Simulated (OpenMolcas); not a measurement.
Ir3+: moving or changing the point charges

Ir3+ among 6 point charges of -1 e arranged as a tetragonal octahedron (D4h), 1.8 Å from the ion, with the axial distance 1.638 Å.
```
   1.8000    0.0000    0.0000  -1.00
   0.0000    1.8000    0.0000  -1.00
  -1.8000    0.0000    0.0000  -1.00
   0.0000   -1.8000    0.0000  -1.00
   0.0000    0.0000    1.6380  -1.00
   0.0000    0.0000   -1.6380  -1.00
```

| Quantity | Value |
| --- | --- |
| Program | OpenMolcas 26.06 |
| Method | CASSCF |
| Basis | ANO-RCC-VDZP [7s6p4d2f] |
| Scalar Hamiltonian | DKH2, point nucleus |
| Active space | 6 electrons in 5 orbitals (5d) |
| State averaging | 2S+1 = 5 even, 5 roots; 2S+1 = 3 even, 45 roots; 2S+1 = 1 even, 50 roots |
| Spin-orbit coupling | state interaction with AMFI integrals over the reference wave functions |

Runs around this geometry, states (labels of D4, the rotations of D4h). Energies in cm-1 above the lowest state or level, χT in cm3 K/mol.

```
R (Å)  q (e)  Ground state  First state of that spin  First gap with spin-orbit (degeneracies)  χT at 300 K  First state of another spin
  1.8   -0.5           5B2                  5E 941.8                              184.3 (1, 1)        4.383                    3A2 13831
  1.8     -1           5B2                   5E 1816                              682.5 (1, 1)        1.896                     1A1 8527
 1.94     -1           5B2                   5E 1645                              337.1 (1, 1)        3.268                    3A2 11848
```

Taking the first state of the same spin as R^-n, n = -ln(1645 / 1816) / ln(1.94 / 1.8) = 1.3 between the shortest and longest distance.

Scaling the charges by -0.5 / -1 = 0.50 scales the first state of the same spin by 941.8 / 1816 = 0.52; with fixed orbitals a first-order splitting would follow the charge.

Without dynamic correlation the repulsion within the d shell is too large (B by tens of per cent), so at a given field states of lower spin stand too high. This shell can be high or low spin here, a state of another spin lies low, and with metal d orbitals alone active their balance is uncertain, so the ground spin may be wrong. Point charges give a weaker field than real ligands, and real ions of this kind are as a rule low spin; the high spin found here belongs to the model. Spin-orbit coupling mixes the spin-free states strongly: the lowest level takes only 61 % from its leading state, 5B2 (figures for R = 1.8, q = -0.5; the like holds for R = 1.8, q = -1, R = 1.94, q = -1). This is an electrostatic model: the charges have no orbitals. No measured value stands beside these numbers.
